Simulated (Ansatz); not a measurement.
Cost and result for the atomization energy of C2H8FNSi (`N[SiH2]CCF`) (13 atoms, 12 bonds).

```json
{"atom": "N1", "x (Å)": "-2.2266", "y (Å)": "0.1007", "z (Å)": "-0.7625"}
{"atom": "Si2", "x (Å)": "-0.6662", "y (Å)": "0.7254", "z (Å)": "-0.4013"}
{"atom": "C3", "x (Å)": "0.4143", "y (Å)": "-0.6779", "z (Å)": "0.2211"}
{"atom": "C4", "x (Å)": "1.8017", "y (Å)": "-0.2549", "z (Å)": "0.6191"}
{"atom": "F5", "x (Å)": "2.5260", "y (Å)": "-1.3380", "z (Å)": "1.1008"}
{"atom": "H6", "x (Å)": "-2.7760", "y (Å)": "-0.3425", "z (Å)": "-0.0436"}
{"atom": "H7", "x (Å)": "-2.8198", "y (Å)": "0.6007", "z (Å)": "-1.4047"}
{"atom": "H8", "x (Å)": "-0.6362", "y (Å)": "1.8102", "z (Å)": "0.6290"}
{"atom": "H9", "x (Å)": "-0.1356", "y (Å)": "1.3025", "z (Å)": "-1.6659"}
{"atom": "H10", "x (Å)": "0.4628", "y (Å)": "-1.4428", "z (Å)": "-0.5598"}
{"atom": "H11", "x (Å)": "-0.0863", "y (Å)": "-1.1309", "z (Å)": "1.0851"}
{"atom": "H12", "x (Å)": "1.7825", "y (Å)": "0.4972", "z (Å)": "1.4140"}
{"atom": "H13", "x (Å)": "2.3592", "y (Å)": "0.1504", "z (Å)": "-0.2313"}
```

Charge 0, multiplicity 1. All single points use the PBE0-D4/def2-TZVP geometry. It is one conformer, not always the lowest. Program: Ansatz. All runs use 4 threads of an Arm Neoverse V1 on a shared host. Times are those of one run each, without the atoms' runs, and a repeat can differ threefold. Electronic energies, without spin–orbit coupling; frozen cores. CCSD(T)/CBS adds CCSD(T) − MP2 in def2-TZVPP to the MP2 limit, and its time is that of the two runs behind it. T1 = 0.010. B3LYP takes the VWN-RPA correlation (the form of Gaussian; ORCA's B3LYP/G).

CCSD(T)/CBS is a level of theory with its own doubt, some kJ/mol a heavy atom from the limit and from the frozen cores, so smaller differences don't rank the functionals.

```tsv
level	functions	wall time
PBE-D4/def2-TZVPP (with forces)	278	2.9 s
PBE0-D4/def2-TZVPP	278	3.5 s
r2SCAN-D4/def2-TZVPP (with forces)	278	6 s
B3LYP-D4/def2-TZVPP (with forces)	278	6 s
B2PLYP/def2-TZVPP	278	6 s
ωB97X-V/def2-TZVPP	278	9 s
ωB97M-V/def2-TZVPP (with forces)	278	14 s
MP2/def2-QZVPP	538	32 s
CCSD(T)/def2-TZVPP	278	4.6 min
CCSD(T)/CBS(def2)	–	5.1 min
```

**Question.** What atomization energy does each give, and how far from CCSD(T)/CBS? (Estimate.)

**Answer.** The calculation gave: 
```
                             level  atomization (kJ/mol)  difference from CCSD(T)/CBS  per bond
   PBE-D4/def2-TZVPP (with forces)                4768.3                         62.5       5.2
                PBE0-D4/def2-TZVPP                4696.7                         -9.1      -0.8
r2SCAN-D4/def2-TZVPP (with forces)                4695.9                         -9.9      -0.8
 B3LYP-D4/def2-TZVPP (with forces)                4707.6                          1.8       0.2
                 B2PLYP/def2-TZVPP                4653.7                        -52.1      -4.3
                ωB97X-V/def2-TZVPP                4723.3                         17.5       1.5
  ωB97M-V/def2-TZVPP (with forces)                4719.4                         13.6       1.1
                    MP2/def2-QZVPP                4703.1                         -2.7      -0.2
                CCSD(T)/def2-TZVPP                4580.6                       -125.2     -10.4
                 CCSD(T)/CBS(def2)                4705.8                          0.0       0.0
```

The D4 term adds +36.5 kJ/mol with B3LYP and +19.2 kJ/mol with PBE0; it sums over pairs of atoms, weighted by their polarisabilities, and B3LYP, whose exchange is more repulsive, gets the larger term. From PBE to PBE0 (25 % exact exchange), in def2-TZVPP and without D4, the atomization energy moves by −68.0 kJ/mol: exact exchange takes away binding that semilocal exchange gives to molecules. In def2-TZVPP, CCSD(T) changes the Hartree–Fock value by +1149.1 kJ/mol (the triples alone add +58.2 kJ/mol) and MP2 by +1197.1 kJ/mol; breaking electron pairs costs correlation energy, which Hartree–Fock lacks.
